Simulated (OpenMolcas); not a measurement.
# Predicting a hybrid from its neighbours: SnTe

SnTe: 2 atoms, total charge 0, spin state singlet. SMILES: `[Sn][Te]`. The coordinates come from a PBE0-D4/def2-TZVP relaxation.

The dipole moment y, in D, basis def2-TZVPPD with a core potential; a is the functional's share of exact exchange. Programs: OpenMolcas 26.06.

| functional | program | a | y (D) |
| --- | --- | --- | --- |
| PBE | OpenMolcas | 0 | 2.17 |
| r2SCAN | OpenMolcas | 0 | 2.27 |
| B3LYP | OpenMolcas | 0.2 | ? |
| PBE0 | OpenMolcas | 0.25 | 2.49 |
| BHLYP | OpenMolcas | 0.5 | 2.78 |

**Question.** Fit y = c + s·a to the known rows and predict B3LYP.

**Answer.** 
1. Means of the 4 rows: a = 0.1875, y = 2.428.
2. Σ(Δa)² = 0.17188, Σ(Δa·Δy) = 0.19187, so the slope is 0.19187/0.17188 = 1.1163.
3. Intercept: 2.428 − (1.1163) × 0.1875 = 2.219. The largest residual of the fit is 0.051.
4. B3LYP: 2.219 + (1.1163) × 0.2 = 2.44 D.

The run gave 2.41 D, so the prediction is off by +0.03 D, within the scatter of the fit. More exact exchange makes the molecule more polar here. The rows mix families of semi-local functionals, which the line can't see.
